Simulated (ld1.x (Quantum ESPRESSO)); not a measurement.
**Before and after: PAW potential for gold (Au)**

```
Element                 : Au (Z = 79)
Generator               : ld1.x (Quantum ESPRESSO) 7.5
Type                    : PAW
Functional              : revPBE
Relativity              : scalar-relativistic
Frozen core             : [Xe] 4f14
Valence charge          : 11
Reference configuration : 5d10 6s1 6p0
Partial waves           : 6s (bound): rcut 2.10, rcutus 2.60 bohr; 6s channel at 0.1 Ry: rcut 2.10, rcutus 2.60 bohr; 6p (bound, empty): rcut 2.85, rcutus 3.25 bohr; 6p channel at 2.75 Ry: rcut 2.85, rcutus 3.25 bohr; 5d (bound): rcut 1.80, rcutus 2.20 bohr; 5d channel at 4.9 Ry: rcut 1.80, rcutus 2.20 bohr
Local potential         : all-electron potential smoothed inside 1.70 bohr (lloc = -1)
Core correction         : Bessel-smoothed model core inside 1.00 bohr
Augmentation charge     : PSQ, inside the norm-conserving radii
```

All-electron outer shells of the reference configuration (revPBE, scalar-relativistic, ld1.x):

```json
{"shell": "4f", "level (eV)": "-81.01", "outermost node (bohr)": "–", "outermost maximum (bohr)": "0.37"}
{"shell": "5p", "level (eV)": "-59.70", "outermost node (bohr)": "0.52", "outermost maximum (bohr)": "0.96"}
{"shell": "5d", "level (eV)": "-6.81", "outermost node (bohr)": "0.56", "outermost maximum (bohr)": "1.21"}
{"shell": "6s", "level (eV)": "-5.65", "outermost node (bohr)": "1.11", "outermost maximum (bohr)": "2.32"}
{"shell": "6p", "level (eV)": "-0.75", "outermost node (bohr)": "1.32", "outermost maximum (bohr)": "3.74"}
```

Change: local potential all-electron potential smoothed inside 2.92 bohr (lloc = -1).

Cutoffs: the cutoffs (Ry, on a coarse ladder) from which the occupation-weighted sum of valence levels, in a spherical-Bessel basis at the reference potential, stays within 10 and 1 mRy of its value at 400 Ry; they do not see the model core or the augmentation charge, which bear on the density cutoff. Errors are all-electron minus pseudo energies relative to the spin-unpolarised reference configuration.

**Question.** Predict the effect on cutoff, ghosts and configuration errors.

**Answer.** The potential gets neither clearly harder nor softer (25 Ry and 40 Ry → 25 Ry and 40 Ry); the bound ghost in s disappears; of the 7 tests that both files solve, the error grows in 2 and shrinks in 0 by more than 15 % and 0.3 meV (median size 17.3 → 17.0 meV); the range in which the p phases agree widens (upper end 1.4 → at the end of the scan). A state that the projectors do not describe sees the local part alone, so a deeper or shallower local part can create or remove a ghost.

| quantity | base | changed |
| --- | --- | --- |
| cutoff, loose | 25 Ry | 25 Ry |
| cutoff, tight | 40 Ry | 40 Ry |
| bound ghosts | s | none |
| error for 5d10 6s0 6p0, meV [ΔE 9.28 eV] | -5.9 | -6.5 |
| error for 5d9 6s0 6p0, meV [ΔE 30.40 eV] | -31 | -39 |
| error for 5d8 6s0 6p0, meV [ΔE 64.20 eV] | -184 | -204 |
| error for 5d10 6s0 6p1, meV [ΔE 5.22 eV] | -1.8 | -2.6 |
| error for 5d10 6s0.5 6p0, meV [ΔE 3.71 eV] | -2.2 | -2.2 |
| error for 5d9 6s1 6p1, meV [ΔE 7.52 eV] | -17 | -19 |
| error for 5d9 6s2 6p0, meV [ΔE 1.73 eV] | -18 | -17 |
| s: phases at 3.53 bohr within 0.05 rad from the reference energy up to (Ry; the scan ends near 5) | to the end of the scan | 4.2 |
| p: phases at 3.53 bohr within 0.05 rad from the reference energy up to (Ry; the scan ends near 5) | 1.4 | to the end of the scan |
| d: phases at 3.53 bohr within 0.05 rad from the reference energy up to (Ry; the scan ends near 5) | to the end of the scan | to the end of the scan |
| lowest overlap eigenvalue by channel | s 0.21, p 0.62, d 0.78 | s 0.35, p 0.73, d 0.80 |

 A true bound ghost makes a file unfit for plane-wave use even where its test errors are small: the radial tests pick states by their node count and pass the ghost by.
